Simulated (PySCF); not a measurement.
Atom-mapped SMILES (the numbers label the heavy atoms): `[CH3:1][CH2:2][O:3][SiH2:4]/[C:5]([F:6])=[CH:7]\[CH:8]=[O:9]`. Each H is labelled by its parent atom.

PySCF 2.14.0 with density-fitted response routines calculation with NMR shieldings at PBE0/pcSseg-1/GIAO and GFN2-xTB structure; one computed conformer, gas phase, fast rotation and ring inversion assumed for equivalent nuclei, non-relativistic Hamiltonian.

Shifts are taken against calculated references (same method and geometry level): 13C and 1H and 29Si against TMS; 17O vs H2O; 19F vs CFCl3.

| atoms | nucleus | count | δ (ppm) |
| --- | --- | --- | --- |
| O3 | 17O | 1 | 32.1 |
| C2 | 13C | 1 | 63.8 |
| C5 | 13C | 1 | ? |
| C8 | 13C | 1 | 194.6 |
| F6 | 19F | 1 | ? |
| H(Si4) | 1H | 2 | 5.28 |
| O9 | 17O | 1 | ? |
| C1 | 13C | 1 | 20.4 |
| Si4 | 29Si | 1 | -37.3 |
| C7 | 13C | 1 | 136.5 |
| H(C2) | 1H | 2 | 4.04 |
| H(C8) | 1H | 1 | 10.38 |
| H(C1) | 1H | 3 | ? |
| H(C7) | 1H | 1 | 6.62 |

**Question.** Complete the table.

**Answer.** 
- C5: 198.4 ppm, β carbon of a C=C–C=O unit; conjugation with the carbonyl draws π density from the β position
- H(C1): 1.46 ppm, hydrogen on a methyl carbon
- O9: 711.4 ppm, aldehyde oxygen
- F6: -74.7 ppm, vinylic fluorine

Shifts are as computed. Against solution values, carbons near 30 ppm lie about +3 ppm off and those near 130 ppm about +5 ppm. Of 1309 compounds with measured shifts, 239 miss one by over three times the rms of a fit or turn the order of signals round; such compounds aren't used in these exercises. Unscaled 19F shifts against computed CFCl3 carry errors that often reach 10 to 50 ppm. Unscaled 17O shifts of doubly bonded oxygen tend to come out too high, by tens of ppm or more. Experimental scales use liquid or dissolved standards, which lie at an offset from isolated H2O (liquid H2O: subtract about 36 ppm).
